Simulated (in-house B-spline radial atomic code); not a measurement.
## Ionising the tellurium ion Te⁴⁺ with different functionals

Computed with a radial B-spline atomic code at the basis-set limit: four-component Dirac-Coulomb Hamiltonian, Fermi nucleus of rms radius 4.7423 fm, spin-restricted, spherical fractional occupations for the functionals, and exact exchange of hybrids averaged over the configuration. The ionisation energy is the difference of two self-consistent energies, [Kr] 4d10 5s2 → [Kr] 4d10 5s1, without Breit or QED terms; ε is the level of the shell that loses the electron (mean over j).

| method | rung | ΔSCF (eV) | -ε(5s) (eV) |
| --- | --- | --- | --- |
| B97-1 | global hybrid | 58.64 | 54.08 |
| PBE0 | global hybrid | ? | ? |
| CAM-B3LYP | range-separated hybrid | 58.95 | 56.03 |
| wB97X | range-separated hybrid | ? | ? |

(1) What does wB97X give?

(2) What does PBE0 give?

(3) Among the functionals, which spreads more, the ΔSCF values or the orbital energies?

(4) How do they compare with the NIST value?

Results:

(1) ΔSCF 58.59 eV, and -ε(5s) = 56.94 eV.

(2) ΔSCF 58.59 eV, and -ε(5s) = 54.29 eV.

(3) The orbital energies: ΔSCF values span about 0.36 eV and the orbital energies 2.87 eV; here energy differences depend much less on the functional than eigenvalues do.

(4) NIST lists 59.3 eV ± 0.9 (measured, ground level to ground level). Errors run from -0.71 to -0.35 eV; all lie within about twice that uncertainty, so the table can't rank the methods.
